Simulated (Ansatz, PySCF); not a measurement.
Sn(Me)4 (C4H12Sn), SMILES [CH3][Sn]([CH3])([CH3])[CH3]. Atoms are numbered in the order given.

```xyz
17

C      1.1694     1.6637    -0.7188
Sn     0.0000     0.0000     0.0001
C     -2.0256     0.1810    -0.7189
C      0.8561    -1.8446    -0.7189
C      0.0000    -0.0001     2.1571
H      1.1794     1.6787    -1.8185
H      2.2066     1.5865    -0.3611
H      0.7460     2.6134    -0.3603
H     -2.6363    -0.6605    -0.3605
H     -2.0435     0.1823    -1.8186
H     -2.4772     1.1178    -0.3611
H      0.8640    -1.8608    -1.8186
H      1.8902    -1.9527    -0.3605
H      0.2707    -2.7042    -0.3611
H      1.0268    -0.0918     2.5405
H     -0.4340     0.9349     2.5406
H     -0.5927    -0.8434     2.5405
```

Geometry optimised at PBE0-D3(BJ)/def2-SVP. The isomer is the one that the SMILES or the coordinates give; other isomers of the formula were not compared. The def2 effective core potentials stand for the cores of Sn; spin–orbit coupling is left out.

Two levels are set side by side: PBE-D3(BJ)/def2-SVP (Ansatz, a quantum-chemistry and plane-wave program) and PBE0-D3(BJ)/def2-SVP (Ansatz). Each level has its own optimised geometry; the coordinates shown are those of the second. Frequencies come from the Hessian of PySCF at each geometry. Differences are taken from unrounded values.

| quantity | PBE0-D3(BJ) |
|---|---|
| mean bond length (Å) | 1.364 |
| bond C1–Sn2 (Å) | 2.157 |
| bond Sn2–C3 (Å) | 2.157 |
| bond Sn2–C4 (Å) | 2.157 |
| bond Sn2–C5 (Å) | 2.157 |
| bond C1–H6 (Å) | 1.100 |
| bond C1–H7 (Å) | 1.100 |
| bond C1–H8 (Å) | 1.100 |
| bond C3–H9 (Å) | 1.100 |
| bond C3–H10 (Å) | 1.100 |
| bond C3–H11 (Å) | 1.100 |
| bond C4–H12 (Å) | 1.100 |
| bond C4–H13 (Å) | 1.100 |
| bond C4–H14 (Å) | 1.100 |
| bond C5–H15 (Å) | 1.100 |
| bond C5–H16 (Å) | 1.100 |
| bond C5–H17 (Å) | 1.100 |
| highest harmonic wavenumber (cm⁻¹) | 3179 |
| mean harmonic wavenumber (cm⁻¹) | 1400 |
| zero-point energy (kcal/mol) | 90.07 |

**Question.** What does PBE-D3(BJ) give, and how far is it from PBE0-D3(BJ)? (The exact figures need the calculation; the answer reports its results.)

**Answer.** 
| quantity | PBE-D3(BJ) | PBE-D3(BJ) minus PBE0-D3(BJ) |
|---|---|---|
| mean bond length (Å) | 1.375 | 0.011 |
| bond C1–Sn2 (Å) | 2.178 | 0.021 |
| bond Sn2–C3 (Å) | 2.178 | 0.021 |
| bond Sn2–C4 (Å) | 2.178 | 0.021 |
| bond Sn2–C5 (Å) | 2.178 | 0.021 |
| bond C1–H6 (Å) | 1.108 | 0.008 |
| bond C1–H7 (Å) | 1.108 | 0.008 |
| bond C1–H8 (Å) | 1.108 | 0.008 |
| bond C3–H9 (Å) | 1.108 | 0.008 |
| bond C3–H10 (Å) | 1.108 | 0.008 |
| bond C3–H11 (Å) | 1.108 | 0.008 |
| bond C4–H12 (Å) | 1.108 | 0.008 |
| bond C4–H13 (Å) | 1.108 | 0.008 |
| bond C4–H14 (Å) | 1.108 | 0.008 |
| bond C5–H15 (Å) | 1.108 | 0.008 |
| bond C5–H16 (Å) | 1.108 | 0.008 |
| bond C5–H17 (Å) | 1.108 | 0.008 |
| highest harmonic wavenumber (cm⁻¹) | 3094 | -85 |
| mean harmonic wavenumber (cm⁻¹) | 1356 | -44 |
| zero-point energy (kcal/mol) | 87.24 | -2.83 |

GGA bonds tend to be longer and softer than those of functionals with exact exchange. Differences between two approximate levels are no errors against the true value.
